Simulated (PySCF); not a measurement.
This PySCF input asks for the NMR shieldings of `NC(=O)[Si@@H]1C[C@@H](C2CC2)O1`, C6H11NO2Si; the geometry comes from GFN2-xTB.

```python
import basis_set_exchange as bse
import numpy as np
from pyscf import gto, dft
from pyscf.prop import nmr

atoms = """
N     3.460679   -0.589672   -0.772614
C     3.075315   -0.171272    0.451947
O     3.862836   -0.033256    1.367105
Si    1.209334    0.189257    0.676860
C    -0.081232   -1.197439    0.889610
C    -0.593072   -0.708627   -0.474928
C    -1.972796   -0.105935   -0.428247
C    -2.197055    1.260258    0.141451
C    -2.334191    1.032101   -1.332656
O     0.421685    0.261049   -0.786633
H     2.810180   -0.595860   -1.538471
H     4.439963   -0.746238   -0.961074
H     1.024694    1.353867    1.538357
H     0.261605   -2.227317    0.878566
H    -0.807801   -1.073956    1.685209
H    -0.561594   -1.481598   -1.251000
H    -2.731240   -0.856635   -0.237068
H    -3.089426    1.430397    0.724740
H    -1.336235    1.811843    0.484015
H    -1.552342    1.416431   -1.968551
H    -3.318229    1.049546   -1.776140
"""
names = dict.fromkeys(["N", "C", "O", "Si", "H"], "pcSseg-1")
basis = {el: gto.basis.parse(bse.get_basis(n, elements=[el], fmt="nwchem")) for el, n in names.items()}
mol = gto.M(atom=atoms, basis=basis, charge=0, verbose=0)
mf = dft.RKS(mol, xc="PBE0")
mf.grids.level = 2
mf.grids.alignment = dft.numint.BLKSIZE   # the property module wants whole blocks of grid points
mf.conv_tol = 1e-9
mf.kernel()

calc = nmr.RKS(mf)   # GIAO
C = mf.mo_coeff
Co = C[:, mf.mo_occ > 0]
resp = mf.gen_response(singlet=True, hermi=2)
def vind(x):   # induced exchange potential for any number of trial vectors
    d = np.einsum("pi,xij,qj->xpq", C, 2 * x.reshape(-1, C.shape[1], Co.shape[1]), Co, optimize=True)
    return np.einsum("xpq,pi,qj->xij", resp(d - d.transpose(0, 2, 1)), C, Co, optimize=True).ravel()
mo1, _ = nmr.rhf.solve_mo1(calc, with_cphf=vind)
sigma = calc.kernel(mo1)
for i, s in enumerate(sigma):   # ppm
    w = np.linalg.eigvalsh((s + s.T) / 2)
    print("%2d %-2s iso %8.1f  s11 %8.1f  s22 %8.1f  s33 %8.1f" % (i, mol.atom_pure_symbol(i), w.mean(), *w))
```

Q: What does it print?

A: 
```
 0 N  iso    134.8  s11      9.2  s22    163.0  s33    232.4
 1 C  iso      5.7  s11    -80.0  s22     -0.8  s33     98.0
 2 O  iso   -152.5  s11   -546.7  s22   -254.4  s33    343.4
 3 Si iso    351.7  s11    297.0  s22    355.5  s33    402.5
 4 C  iso    157.8  s11    122.8  s22    154.6  s33    196.1
 5 C  iso    106.9  s11     84.1  s22     90.9  s33    145.6
 6 C  iso    165.7  s11    130.7  s22    154.0  s33    212.4
 7 C  iso    185.6  s11    162.0  s22    180.5  s33    214.3
 8 C  iso    183.3  s11    160.8  s22    177.8  s33    211.2
 9 O  iso    260.8  s11    212.5  s22    261.9  s33    307.9
10 H  iso     25.6  s11     20.7  s22     26.9  s33     29.1
11 H  iso     26.4  s11     21.0  s22     23.8  s33     34.3
12 H  iso     26.3  s11     22.1  s22     25.7  s33     31.0
13 H  iso     29.2  s11     26.0  s22     27.1  s33     34.5
14 H  iso     29.7  s11     25.6  s22     29.1  s33     34.6
15 H  iso     26.6  s11     22.9  s22     26.4  s33     30.5
16 H  iso     30.8  s11     24.3  s22     28.0  s33     40.1
17 H  iso     31.2  s11     25.3  s22     26.5  s33     41.7
18 H  iso     31.1  s11     25.3  s22     29.1  s33     38.8
19 H  iso     31.0  s11     24.3  s22     29.9  s33     38.8
20 H  iso     31.2  s11     25.2  s22     26.4  s33     42.0
```

These numbers come from an equivalent density-fitted implementation of the same equations, which agrees with the script to about 0.01 ppm for H and up to a few tenths of a ppm for heavy atoms, so last digits may differ.

Size and cost of the density-fitted run: 232 basis functions, 53 s wall time on 1 thread of an Arm Neoverse V1, shared host; peak memory 1.1 GiB.
